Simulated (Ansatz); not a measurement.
`BN[SiH2]C=C` + HI → `C=CI` + `BN[SiH3]` at 298.15 K and 1 bar (substitution at a C–Si bond).

Gas-phase electronic energies from Ansatz, PBE0-D4/def2-TZVP geometries. CCSD(T)/CBS is the MP2 limit (def2-TZVPP, def2-QZVPP) plus CCSD(T) − MP2 in def2-TZVPP, frozen cores. Elements past krypton have def2 core potentials. For I outer-core shells are correlated without core-valence functions, which leaves a few kJ/mol of doubt a bond. One conformer a species, not always the lowest.

| species | CCSD(T)/CBS energy (Eh) | H − E (kJ/mol) | S (J/(mol·K)) |
| --- | --- | --- | --- |
| `BN[SiH2]C=C` | -449.53065 | 280.5 | 349.9 |
| HI | -298.03592 | 22.7 | 206.5 |
| `C=CI` | -375.31882 | 122.0 | 283.2 |
| `BN[SiH3]` | -372.22946 | 182.4 | 292.7 |

H − E and S are ideal-gas, rigid-rotor, harmonic terms from PBE0-D4/def2-TZVP, for one conformer and one mirror image of each species. 1 Eh = 2625.50 kJ/mol, R = 8.31446 J/(mol·K).

Problem. By hand: ΔE, ΔH, ΔS and ΔG.

Solution. ΔE = (-375.31882) + (-372.22946) − (-449.53065) − (-298.03592) = 0.01829 Eh = 48.0 kJ/mol. Δ(H − E) = 122.0 + 182.4 − 280.5 − 22.7 = 1.2, so ΔH = 49.2 kJ/mol. ΔS = 283.2 + 292.7 − 349.9 − 206.5 = 19.5 J/(mol·K). ΔG = 49.2 − 298.15 × (19.5)/1000 = 43.4 kJ/mol.

Problem. By hand: the equilibrium constant, and the temperature at which ΔG would vanish if ΔH and ΔS stayed fixed.

Solution. log₁₀ K = −ΔG/(RT ln 10) = -7.6. ΔG = 0 at ΔH/ΔS = 2523 K, far beyond where these terms or the molecules hold.

ΔH outweighs TΔS. A doubt of 5 kJ/mol in ΔE shifts log₁₀ K by 0.9 here. Other conformers and mirror images would add mixing entropy, several J/(mol·K) or more a flexible species. Modes under 60 cm⁻¹, often nearly free rotors, make the harmonic entropy too high. These are equilibria of isolated gas molecules and say nothing of rates. Largest T1 diagnostic: 0.012 (customary marks: 0.02 for closed shells, 0.045 for open ones).
